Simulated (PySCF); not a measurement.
SMILES C(=O)(c1cc(ccc1)C=O)O, GFN2-xTB optimised geometry.

```
17

O      1.92    -2.86     0.03
C      2.39    -1.75     0.02
C      1.62    -0.50     0.01
C      2.27     0.73     0.00
C      1.54     1.91    -0.01
C      0.16     1.86    -0.01
C     -0.51     0.63     0.00
C     -1.99     0.63     0.00
O     -2.67     1.63     0.00
O     -2.52    -0.60     0.00
C      0.23    -0.55     0.01
H      3.49    -1.60     0.01
H      3.35     0.76     0.00
H      2.05     2.86    -0.02
H     -0.43     2.77    -0.01
H     -3.49    -0.54     0.00
H     -0.27    -1.51     0.02
```

Density from PBE0/def2-SVP (PySCF) at that geometry.

Minimum of the electron density along straight lines between bonded atoms, close to the bond critical point (lines longer than 1.1 times the sum of covalent radii, or with two minima, are not listed):

```
bond     length / Å  ρ at the minimum / e bohr⁻³  ∇²ρ there / e bohr⁻⁵  position (fraction from the first atom)
-------  ----------  ---------------------------  --------------------  ---------------------------------------
O1–C2         1.203                        0.414                  0.50                                     0.67
C2–C3         1.471                        0.275                 -0.69                                     0.50
C3–C4         1.395                        0.307                 -0.77                                     0.50
C4–C5         1.384                        0.313                 -0.81                                     0.51
C5–C6         1.383                        0.313                 -0.81                                     0.50
C6–C7         1.395                        0.307                 -0.78                                     0.50
C7–C8         1.484                        0.270                 -0.68                                     0.48
C8–O9         1.205                        0.419                  0.29                                     0.33
C8–O10        1.338                        0.306                 -0.36                                     0.33
C3–C11        1.393                        0.308                 -0.78                                     0.50
C7–C11        1.388                        0.310                 -0.79                                     0.50
C2–H12        1.109                        0.276                 -1.03                                     0.63
C4–H13        1.081                        0.284                 -1.09                                     0.64
C5–H14        1.080                        0.285                 -1.09                                     0.63
C6–H15        1.080                        0.287                 -1.14                                     0.65
O10–H16       0.970                        0.347                 -2.35                                     0.82
C11–H17       1.079                        0.288                 -1.16                                     0.65
```
